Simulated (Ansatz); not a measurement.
Mulliken charges of `C#C[SiH](O)F` from B3LYP/def2-TZVPP in Ansatz (PBE0-D4/def2-TZVP geometry).

| atom | x (Å) | y (Å) | z (Å) | charge (e) |
| --- | --- | --- | --- | --- |
| C1 | -0.509 | 1.778 | 1.067 | 0.012 |
| C2 | -0.208 | 0.873 | 0.330 | -0.435 |
| Si3 | 0.201 | -0.506 | -0.785 | 0.762 |
| O4 | 0.007 | -1.935 | -0.036 | -0.379 |
| F5 | 1.715 | -0.299 | -1.231 | -0.312 |
| H6 | -0.772 | 2.582 | 1.717 | 0.248 |
| H7 | -0.636 | -0.527 | -1.992 | -0.090 |
| H8 | 0.294 | -2.022 | 0.874 | 0.194 |

Task: By hand: the dipole of these point charges (1 e Å = 4.8032 D).

Result: Σ q r = (-0.377, 0.378, 0.443) e Å, of length 0.694 e Å = 3.33 D.

Task: How does the dipole of the full density compare? (An estimate is asked.)

Result: Computed: (-0.174, 0.152, 0.407) e Å, 2.25 D; the point charges give 1.48 times that, at 21° from its direction.

Point charges leave out the atoms' own dipoles, such as those of lone pairs, and Mulliken's split depends on the basis, so the two needn't agree.

B3LYP here is the variant with VWN-RPA as its local correlation; programs differ in this.
